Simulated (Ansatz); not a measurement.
Process, species as SMILES: Br (HBr) → Br atom + H atom
B3LYP-D3(BJ)/def2-TZVP geometries, fixed; electronic energies without zero-point terms.

Energies in hartree at CCSD(T) with Ansatz (a first-principles code); the bond dissociation energy is their sum with the coefficients shown, times 627.509 kcal/mol a hartree. All functions are spherical. Cores are frozen (with 3d on Ga to Br). Open shells are unrestricted. No added dispersion term, no relativity.

```csv
species,coefficient,part,cc-pVDZ,cc-pVTZ,cc-pVQZ
Br (HBr),-1,Hartree-Fock,-2572.97016,-2573.04826,-2573.05155
Br (HBr),-1,correlation,-0.14304,-0.19901,-0.21788
Br atom,+1,Hartree-Fock,-2572.36837,-2572.44509,-2572.44802
Br atom,+1,correlation,-0.10753,-0.15754,-0.17393
H atom,+1,Hartree-Fock,-0.49928,-0.49981,-0.49995
```

Problem. Predict the bond dissociation energy in cc-pV5Z (X = 5): let each Hartree-Fock step shrink by the ratio of the last two, and fit each correlation energy at X = 3 and 4 to E + A/X^3. Compare with the run.

Solution. 
- Br (HBr): steps -0.07810 and -0.00329, ratio 0.042, so Hartree-Fock -2573.05169 (run: -2573.05194); A = (-0.19901 - (-0.21788))/(1/27 - 1/64) = 0.8813, correlation -0.21788 - A/64 + A/125 = -0.22460 (run: -0.22410).
- Br atom: steps -0.07672 and -0.00293, ratio 0.038, so Hartree-Fock -2572.44813 (run: -2572.44835); A = (-0.15754 - (-0.17393))/(1/27 - 1/64) = 0.7655, correlation -0.17393 - A/64 + A/125 = -0.17977 (run: -0.17946).
- H atom: steps -0.00053 and -0.00014, ratio 0.264, so Hartree-Fock -0.49999 (run: -0.49999).
Predicted 93.12 kcal/mol; the run in cc-pV5Z gives 93.02, a miss of 0.10. Keeping the value in cc-pVQZ, 92.58, would miss by -0.45. All sums are of the energies as printed.
